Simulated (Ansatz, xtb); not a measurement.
Relative energy of two isomers of C4H6BClSi

Structure a: `[SiH3]C1=CC=CB1Cl`, a singlet. Structure b: `[SiH3]C1=CB(Cl)C=C1`, a singlet. Both are isolated molecules in the gas phase, relaxed with B3LYP-D3(BJ)/def2-SVP.

Energies in hartree; the thermal terms are from GFN2-xTB frequencies at re-optimised GFN2-xTB minima (ideal gas, soft modes damped towards free rotors, one conformer each, 298.15 K, 1 atm) and include the zero-point energy:

|  | a | b |
| --- | --- | --- |
| E, CCSD(T)/def2-SVP | −928.645913 | −928.641828 |
| E, MP2/def2-SVP | −928.544208 | −928.539714 |
| E, MP2/def2-TZVPP | −929.198680 | −929.194200 |
| zero-point energy | 0.081878 | 0.081883 |
| H(298 K) − E | 0.091241 | 0.091267 |
| G(298 K) − E | 0.048081 | 0.048110 |

**Question.** Correct the CCSD(T) difference for the basis set by the MP2 change, then work out ΔE, ΔE₀, ΔH and ΔG for a → b in kJ/mol (1 Eh = 2625.50 kJ/mol) and the equilibrium ratio [b]/[a].

**Answer.** 1. Differences b − a: CCSD(T) +0.004085, MP2 in the small set +0.004494, MP2 in the large set +0.004480 Eh.
2. ΔE = +0.004085 + (+0.004480 − (+0.004494)) = +0.004071 Eh = +10.69 kJ/mol.
3. ΔE₀ = ΔE + ΔZPE = +0.004071 + (+0.000005) Eh = +10.70 kJ/mol.
4. ΔH = ΔE + (+0.000026) Eh = +10.76 kJ/mol.
5. ΔG = ΔE + (+0.000029) Eh = +10.76 kJ/mol, so ΔS = (ΔH − ΔG)/T = 0.0 J/(mol K).
6. kT = 0.9442 mEh, so K = [b]/[a] = exp(−ΔG/kT) = exp(−4.34) ≈ 0.013.

Structure a is favoured at this temperature. An error of 4 kJ/mol in ΔG would change K by a factor of 5. HF/STO-3G found them nearly level. Mirror images and further conformers aren't counted.

As drawn, both hold the same kinds of bond in the same numbers.

Other levels gave ΔE = +2.8 (GFN2-xTB); −0.8 (HF/STO-3G, GFN2-xTB geometries); +10.8 (r2SCAN-D4/def2-SVP, GFN2-xTB geometries); +11.2 (B3LYP-D3(BJ)/def2-SVP); +12.1 (HF/def2-SVP); +11.8 (MP2/def2-SVP); +10.7 (CCSD(T)/def2-SVP) kJ/mol. The correlated steps freeze 15 core orbitals. Programs: Ansatz 0.2.0, xtb 6.7.1.
